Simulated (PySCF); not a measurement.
## Field gradients at the hydrogen positions

Species: C6H15NSi.
Geometry (GFN2-xTB, Å), atoms numbered from 1 in this order:
```xyz
23
C6H15NSi angstrom
C     -0.1978    2.8592   -0.2227
C     -0.6253    1.6464    0.1036
N      0.0343    0.4540   -0.1139
Si     1.6536    0.4434   -0.7380
C      2.3571   -1.3158   -0.7317
C     -0.6742   -0.7611    0.2661
C     -2.0076   -0.9040   -0.4718
C     -0.8620   -0.8478    1.7825
H      0.7415    3.0318   -0.7130
H     -0.7943    3.7245    0.0018
H     -1.5853    1.5478    0.5916
H      1.6593    0.9402   -2.1231
H      2.4996    1.2819    0.1239
H      3.3966   -1.2806   -1.0393
H      2.3261   -1.7708    0.2535
H      1.8400   -1.9730   -1.4237
H     -0.0413   -1.5970   -0.0391
H     -2.7307   -0.1623   -0.1423
H     -1.8542   -0.7842   -1.5419
H     -2.4260   -1.8907   -0.2868
H     -1.5248   -0.0654    2.1436
H      0.0997   -0.7387    2.2790
H     -1.2891   -1.8109    2.0518
```

Level: PBE0/pcSseg-1 (PySCF, non-relativistic); Q(2H) = 0.00286 b; rigid geometry, the same for H and D, with no vibrational averaging.

Question: Rank these positions by the coupling χzz of a deuteron there, largest first.
A. H11 (vinylic hydrogen)
B. H10 (vinylic hydrogen)
C. H12 (Si–H hydrogen)
D. H22 (methyl hydrogen)
E. H14 (methyl hydrogen)
F. H17 (methine hydrogen)

Answer: B (233 kHz), E (220 kHz), A (216 kHz), D (212 kHz), F (197 kHz), C (104 kHz).

Q: Give the electric field gradient Vzz (the principal value of largest size), its asymmetry and the 2H coupling at each hydrogen.

A: 
```json
{"atom": "H9", "bonded to": "C1", "bond length (Å)": "1.074", "Vzz (au)": "0.3477", "η": "0.12", "χzz (kHz)": "234"}
{"atom": "H10", "bonded to": "C1", "bond length (Å)": "1.075", "Vzz (au)": "0.3470", "η": "0.09", "χzz (kHz)": "233"}
{"atom": "H11", "bonded to": "C2", "bond length (Å)": "1.081", "Vzz (au)": "0.3219", "η": "0.10", "χzz (kHz)": "216"}
{"atom": "H12", "bonded to": "Si4", "bond length (Å)": "1.471", "Vzz (au)": "0.1554", "η": "0.01", "χzz (kHz)": "104"}
{"atom": "H13", "bonded to": "Si4", "bond length (Å)": "1.470", "Vzz (au)": "0.1561", "η": "0.02", "χzz (kHz)": "105"}
{"atom": "H14", "bonded to": "C5", "bond length (Å)": "1.085", "Vzz (au)": "0.3281", "η": "0.01", "χzz (kHz)": "220"}
{"atom": "H15", "bonded to": "C5", "bond length (Å)": "1.086", "Vzz (au)": "0.3260", "η": "0.02", "χzz (kHz)": "219"}
{"atom": "H16", "bonded to": "C5", "bond length (Å)": "1.085", "Vzz (au)": "0.3263", "η": "0.02", "χzz (kHz)": "219"}
{"atom": "H17", "bonded to": "C6", "bond length (Å)": "1.092", "Vzz (au)": "0.2932", "η": "0.07", "χzz (kHz)": "197"}
{"atom": "H18", "bonded to": "C7", "bond length (Å)": "1.087", "Vzz (au)": "0.3159", "η": "0.03", "χzz (kHz)": "212"}
{"atom": "H19", "bonded to": "C7", "bond length (Å)": "1.088", "Vzz (au)": "0.3146", "η": "0.02", "χzz (kHz)": "211"}
{"atom": "H20", "bonded to": "C7", "bond length (Å)": "1.088", "Vzz (au)": "0.3157", "η": "0.02", "χzz (kHz)": "212"}
{"atom": "H21", "bonded to": "C8", "bond length (Å)": "1.087", "Vzz (au)": "0.3159", "η": "0.03", "χzz (kHz)": "212"}
{"atom": "H22", "bonded to": "C8", "bond length (Å)": "1.088", "Vzz (au)": "0.3149", "η": "0.02", "χzz (kHz)": "212"}
{"atom": "H23", "bonded to": "C8", "bond length (Å)": "1.087", "Vzz (au)": "0.3162", "η": "0.02", "χzz (kHz)": "212"}
```

Q: Average by the element that carries the hydrogen.

A: on C: 216 kHz over 13 positions, mean bond length 1.085 Å; on Si: 105 kHz over 2 positions, mean bond length 1.471 Å.

Q: How does χzz go with the bond length over the 13 C–H bonds?

A: A straight-line fit has a slope of -17.0 kHz for each 0.01 Å, with a correlation coefficient of -0.94, over lengths from 1.074 to 1.092 Å. The longer bonds have the smaller couplings here.

Geometry: GFN2-xTB, one conformer, isolated molecule. GFN2-xTB bond lengths can be off by several hundredths of an ångström, more for odd bonds, and the gradients follow them. The basis is small and wasn't made for field gradients, so the couplings can be 20 % off.

The run behind these numbers computed NMR shieldings as well. Hardware: Arm Neoverse N1, one thread, no GPU, shared host. Cost: 71 s of wall time, 0.99 GiB resident at most.
